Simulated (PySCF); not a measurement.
C5H7F2S (doublet state).
Structure used (GFN2-xTB), in Å, numbered top down from 1:
```
atom  x, y, z in Å
C1     2.0115   -0.7652    0.3335
S2     1.0130   -0.5163   -1.1606
C3    -0.2920    0.6262   -0.3974
C4     0.0763    2.0567   -0.4945
C5    -1.3149    0.0417    0.0952
C6    -1.9482   -1.2596    0.2823
F7    -2.8781   -1.5076   -0.6738
F8    -2.6046   -1.3301    1.4736
H9     2.8554   -1.3793    0.0360
H10    1.4222   -1.2827    1.0850
H11    2.3610    0.1896    0.7142
H12   -0.6568    2.6728    0.0189
H13    0.1199    2.3442   -1.5439
H14    1.0602    2.2236   -0.0590
H15   -1.2294   -2.1059    0.2686
```

The hyperfine couplings belong to this conformer and change with its torsions.

The species is `CS/C(C)=[C]\C(F)F` [radical].

Method used: UKS B3LYP, pcH-1 on C F H S, non-relativistic, mean-field spin-orbit, GIAO in PySCF 2.14.0. The structure is a single GFN2-xTB conformer in the gas phase; no vibrational or solvent corrections. Couplings are sensitive to structure, and on GFN2-xTB geometries they can be far from those on DFT ones. No stability test was run, so a lower SCF solution isn't excluded.

Task: Predict the first-order ENDOR lines of F7/F8, H15, H9/H10/H11 and H12/H13/H14 under fast tumbling at B = 1210.6 mT (Q band).

Result: ν± = |νn ± a/2|, one line for each electron-spin manifold; νn = |g_N| × 7.62259 MHz/T × B.

| nuclei | isotope | g_N | νn (MHz) | a_iso (MHz) | lower line (MHz) | upper line (MHz) |
| --- | --- | --- | --- | --- | --- | --- |
| F7/F8 | 19F | 5.2577 | 48.52 | 57.67 | 19.68 | 77.35 |
| H15 | 1H | 5.5857 | 51.54 | 77.29 | 12.90 | 90.19 |
| H9/H10/H11 | 1H | 5.5857 | 51.54 | 7.63 | 47.73 | 55.36 |
| H12/H13/H14 | 1H | 5.5857 | 51.54 | -6.18 | 48.45 | 54.64 |

Task: Which pairs are centred on the nuclear Larmor frequency, and which on half the coupling?

Result: Centred on νn, since |a| < 2νn: F7/F8, H15, H9/H10/H11 and H12/H13/H14. No pair has |a| > 2νn.

Task: At what field would the lower line of F7/F8 fall to zero frequency?

Result: Where νn = |a|/2, that is B = 28.83 MHz/(5.2577 × 7.62259 MHz/T) = 719 mT, as far as first order holds there.

Means are taken over nuclei equivalent by connectivity, which assumes that they swap fast. The three 1H nuclei of mean +7.6 MHz run from -0.5 to 13.2 MHz in the frozen geometry. The 19F value of +57.7 MHz is a mean of couplings from 18.8 to 96.5 MHz in this one geometry, not an average over conformers.

Time: 2.5 min (with the writing of density and orbital grids); peak memory 0.96 GiB. Hardware: one thread, Arm Neoverse N1 (aarch64), on a shared host.
